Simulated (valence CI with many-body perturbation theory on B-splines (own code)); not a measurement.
# Au⁷³⁺: electric-dipole lines

Computed by relativistic CI+MBPT: four valence electrons over a frozen Dirac-Fock core [He], a basis of 11 s, 11 p, 10 d, 8 f, 5 g, 2 h functions for each j, with the one-electron correlation potential Σ1 (screened to all orders), the two-electron term Σ2, the three-electron term Σ3, Breit, model QED; selected single and double excitations, second order for the rest, scaled by the run's own slope (own B-spline code, finite nucleus).

No measured spectrum was set against this ion. As an estimate, large intervals hold to a few tenths of a per cent, small ones and those within an open d or f shell to about a per cent. Among the levels kept, up to 1300 cm⁻¹ of a level comes from second order outside the variational space, and about a tenth of that is noise between levels of different J, which matters for small intervals.

Lines 201 to 250 of 568 in falling wavelength, among levels below 17345 eV, chosen from the strongest by gf and those to the six lowest levels. Wavelengths and rates use the calculated energies. Electric multipoles are in the length gauge, E1 and E2 with the static RPA response of the core. Weak lines are less certain than strong ones. Lines between different terms over intervals too small for the method are left out, as are lines whose strength nearly cancels. The highest levels of a list are the least certain.

Levels are named by their leading jj configuration (3d3/2^4 stands for four electrons in 3d with j = 3/2), which in mixed levels can hold well under half, so a name can repeat and another be missing. Letters in brackets count levels of one name in rising energy.

```csv
λ vac (Å),Upper,Lower,A (s⁻¹),S (a.u.)
5.331,(2s 2p3/2^2 3d3/2) J=2 [b],(2s^2 2p3/2 3d3/2) J=1,7.73e+12,2.89e-03
5.329,(2p1/2 2p3/2^2 3p1/2) J=1 [b],(2s 2p1/2 2p3/2 3p1/2) J=2 [c],2.07e+13,4.64e-03
5.328,(2p1/2 2p3/2^2 3s) J=1 [b],(2s 2p1/2 2p3/2 3s) J=2 [c],2.04e+13,4.57e-03
5.326,(2s 2p1/2 2p3/2 3d5/2) J=2 [c],(2s^2 2p1/2 3d5/2) J=2,1.73e+13,6.46e-03
5.326,(2p1/2^2 2p3/2 3d3/2) J=2,(2s 2p1/2^2 3d3/2) J=1,7.95e+12,2.96e-03
5.325,(2p1/2 2p3/2^2 3s) J=0,(2s 2p1/2 2p3/2 3s) J=1 [c],2.89e+13,2.15e-03
5.325,(2s 2p1/2 2p3/2 3d5/2) J=2 [d],(2s^2 2p1/2 3d5/2) J=3,1.89e+13,7.03e-03
5.323,(2p1/2 2p3/2^2 3p1/2) J=1 [b],(2s 2p1/2 2p3/2 3p1/2) J=1 [b],1.21e+13,2.69e-03
5.323,(2s 2p3/2^2 3d3/2) J=1 [b],(2s^2 2p3/2 3d3/2) J=2,2.35e+13,5.24e-03
5.323,(2p1/2^2 2p3/2 3p1/2) J=1,(2s 2p1/2^2 3p1/2) J=0,1.15e+13,2.57e-03
5.322,(2p1/2^2 2p3/2 3d5/2) J=3,(2s 2p1/2^2 3d5/2) J=2,6.99e+12,3.64e-03
5.322,(2s 2p1/2 2p3/2 3p3/2) J=2 [d],(2s^2 2p1/2 3p3/2) J=2,2.05e+13,7.62e-03
5.322,(2s 2p1/2 2p3/2 3d5/2) J=1 [c],(2s^2 2p1/2 3d5/2) J=2,2.28e+13,5.08e-03
5.322,(2s 2p1/2 2p3/2 3p3/2) J=1 [c],(2s^2 2p1/2 3p3/2) J=1,1.51e+13,3.36e-03
5.321,(2s 2p3/2^2 3d3/2) J=3 [b],(2s^2 2p3/2 3d3/2) J=3,2.64e+13,1.37e-02
5.321,(2s 2p3/2^2 3p3/2) J=0,(2s^2 2p3/2 3p3/2) J=1,3.65e+13,2.72e-03
5.320,(2p1/2^2 2p3/2 3d3/2) J=3,(2s 2p1/2^2 3d3/2) J=2,1.51e+13,7.84e-03
5.320,(2p1/2 2p3/2^2 3p1/2) J=0,(2s 2p1/2 2p3/2 3p1/2) J=1 [c],3.70e+13,2.75e-03
5.319,(2s 2p1/2 2p3/2 3s) J=2 [c],(2s^2 2p1/2 3s) J=1,2.15e+13,7.99e-03
5.318,(2p1/2^2 2p3/2 3p1/2) J=2,(2s 2p1/2^2 3p1/2) J=1,1.70e+13,6.29e-03
5.318,(2s 2p1/2 2p3/2 3s) J=1 [c],(2s^2 2p1/2 3s) J=0,1.85e+13,4.12e-03
5.317,(2s 2p3/2^2 3s) J=1 [b],(2s^2 2p3/2 3s) J=1,3.16e+13,7.04e-03
5.314,(2s 2p3/2^2 3d3/2) J=1 [c],(2s^2 2p3/2 3d3/2) J=0,1.30e+13,2.90e-03
5.312,(2s 2p3/2^2 3s) J=1 [a],(2s^2 2p3/2 3s) J=2,1.72e+13,3.81e-03
5.309,(2s 2p3/2^2 3p3/2) J=3 [b],(2s^2 2p3/2 3p3/2) J=3,2.80e+13,1.45e-02
5.309,(2s 2p3/2^2 3p1/2) J=1 [b],(2s^2 2p3/2 3p1/2) J=2,1.69e+13,3.75e-03
5.306,(2s 2p3/2^2 3p1/2) J=1 [a],(2s^2 2p3/2 3p1/2) J=1,3.07e+13,6.80e-03
5.306,(2s 2p3/2^2 3p1/2) J=2 [b],(2s^2 2p3/2 3p1/2) J=2,3.22e+13,1.19e-02
5.305,(2p1/2 2p3/2^2 3s) J=1 [b],(2s 2p1/2 2p3/2 3s) J=1 [b],9.99e+12,2.21e-03
5.303,(2s 2p3/2^2 3d3/2) J=2 [c],(2s^2 2p3/2 3d3/2) J=3,2.34e+13,8.62e-03
5.302,(2s 2p3/2^2 3p3/2) J=2 [b],(2s^2 2p3/2 3p3/2) J=3,2.44e+13,8.96e-03
5.302,(2s 2p1/2 2p3/2 3p3/2) J=1 [d],(2s^2 2p1/2 3p3/2) J=2,1.42e+13,3.13e-03
5.302,(2s 2p3/2^2 3d3/2) J=1 [c],(2s^2 2p3/2 3d3/2) J=1,1.09e+13,2.40e-03
5.301,(2s 2p3/2^2 3d3/2) J=3 [b],(2s^2 2p3/2 3d3/2) J=2,5.72e+12,2.94e-03
5.300,(2s 2p3/2^2 3d3/2) J=2 [b],(2s^2 2p3/2 3d3/2) J=2,1.51e+13,5.56e-03
5.299,(2s 2p1/2 2p3/2^2) J=0,(2s^2 2p1/2 2p3/2) J=1,1.87e+13,1.37e-03
5.299,(2p1/2^2 2p3/2 3s) J=2,(2s 2p1/2^2 3s) J=1,1.68e+13,6.16e-03
5.295,(2p1/2^2 2p3/2 3d3/2) J=1,(2s 2p1/2^2 3d3/2) J=1,1.47e+13,3.23e-03
5.295,(2p1/2 2p3/2^2 3s) J=2 [b],(2s 2p1/2 2p3/2 3s) J=2 [b],1.24e+13,4.54e-03
5.290,(2p1/2^2 2p3/2 3p3/2) J=2,(2s 2p1/2^2 3p3/2) J=1,7.77e+12,2.84e-03
5.288,(2p1/2^2 2p3/2 3d5/2) J=1,(2s 2p1/2^2 3d5/2) J=2,1.78e+13,3.89e-03
5.285,(2p1/2 2p3/2^2 3p1/2) J=3,(2s 2p1/2 2p3/2 3p1/2) J=3,1.58e+13,8.07e-03
5.284,(2s 2p1/2 2p3/2^2) J=1 [a],(2s^2 2p1/2 2p3/2) J=2,3.50e+12,7.65e-04
5.282,(2s 2p3/2^2 3s) J=2 [b],(2s^2 2p3/2 3s) J=2,3.03e+13,1.10e-02
5.282,(2s 2p3/2^2 3p3/2) J=1 [b],(2s^2 2p3/2 3p3/2) J=1,1.04e+13,2.27e-03
5.280,(2p1/2^2 2p3/2 3d5/2) J=3,(2s 2p1/2^2 3d5/2) J=3,9.65e+12,4.91e-03
5.278,(2p1/2^2 2p3/2 3p3/2) J=2,(2s 2p1/2^2 3p3/2) J=2,8.68e+12,3.15e-03
5.277,(2s 2p1/2^2 2p3/2) J=1,(2s^2 2p1/2^2) J=0,2.40e+13,5.22e-03
5.274,(2s 2p3/2^2 3p3/2) J=2 [c],(2s^2 2p3/2 3p3/2) J=1,6.92e+12,2.50e-03
5.271,(2p1/2 2p3/2^2 3p1/2) J=2 [b],(2s 2p1/2 2p3/2 3p1/2) J=2 [b],1.65e+13,5.97e-03
```
